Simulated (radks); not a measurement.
Trend from La+ to Lu+: ionisation energy by Delta-SCF between NIST ground configurations, and size. Method: Dirac Kohn-Sham, LDA (Slater exchange, Perdew-Wang correlation), spin-unpolarised, spherical densities, point nucleus; open shells fill j = l - 1/2 first; computed with a radial shooting solver on a logarithmic mesh with Libxc functionals.

species     configuration  configuration of the ion  IE (eV)  NIST (eV)       kind   -e(HOMO) (eV)
La+              [Xe] 5d2                  [Xe] 5d1   11.079     11.185       exp.   7.415 (5d3/2)
Ce+          [Xe] 4f1 5d2                  [Xe] 4f2    9.714      10.96  semi-emp.   7.462 (5d3/2)
Pr+          [Xe] 4f3 6s1                  [Xe] 4f3   10.814      10.63  semi-emp.   7.384 (4f5/2)
Nd+          [Xe] 4f4 6s1                  [Xe] 4f4   10.975      10.78  semi-emp.   8.007 (4f5/2)
Pm+          [Xe] 4f5 6s1                  [Xe] 4f5   11.129      10.94  semi-emp.   8.517 (4f5/2)
Sm+          [Xe] 4f6 6s1                  [Xe] 4f6   11.278      11.08  semi-emp.   8.665 (6s1/2)
Eu+          [Xe] 4f7 6s1                  [Xe] 4f7   11.427      11.24  semi-emp.   8.721 (4f7/2)
Gd+      [Xe] 4f7 5d1 6s1              [Xe] 4f7 5d1   12.335      12.08  semi-emp.   8.772 (5d3/2)
Tb+          [Xe] 4f9 6s1                  [Xe] 4f9   11.722      11.51  semi-emp.   8.998 (6s1/2)
Dy+         [Xe] 4f10 6s1                 [Xe] 4f10   11.868      11.65  semi-emp.   9.108 (6s1/2)
Ho+         [Xe] 4f11 6s1                 [Xe] 4f11   12.015      11.78  semi-emp.   9.218 (6s1/2)
Er+         [Xe] 4f12 6s1                 [Xe] 4f12   12.162      11.92  semi-emp.   9.329 (6s1/2)
Tm+         [Xe] 4f13 6s1                 [Xe] 4f13   12.311      12.07  semi-emp.   9.441 (6s1/2)
Yb+         [Xe] 4f14 6s1                 [Xe] 4f14   12.461     12.179       exp.   9.470 (4f7/2)
Lu+         [Xe] 4f14 6s2             [Xe] 4f14 6s1   14.563      14.13  semi-emp.  11.282 (6s1/2)

Reference values: NIST Atomic Spectra Database (exp. = measured, semi-emp. = semi-empirical, theory = theoretical value adopted there). Spin polarisation and multiplet splitting are left out, so open shells lie too high by an amount that depends on their filling.

Beside tabulated values, note that spin-unpolarised runs miss the spin-polarisation part of the exchange energy of open shells.
